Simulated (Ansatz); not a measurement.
Z-matrix (Å, degrees):
```
O
Sn 1 1.981
H 1 0.961 2 118.7
O 2 1.981 1 99.7 3 0.0
H 4 0.961 2 118.7 1 -0.0
```

Charge 0, multiplicity 1. Sn takes the def2 core potential.

(1) List the B3LYP/def2-TZVPP orbital energies in eV (Ansatz). (Estimate.)

Results:

(1) Ansatz gave: Occupied: -520.00, -520.00, -138.81, -93.79, -93.61, -93.51, -28.39, -28.25, -27.93, -27.84, -27.69, -26.10, -25.38, -14.13, -12.76, -10.50, -8.86, -8.36, -8.23, -7.66. Lowest empty: -2.17, -0.38, -0.20, 1.45, 2.79, 2.88, 3.33, 4.00.

B3LYP here is the variant with VWN-RPA as its local correlation; programs differ in this.
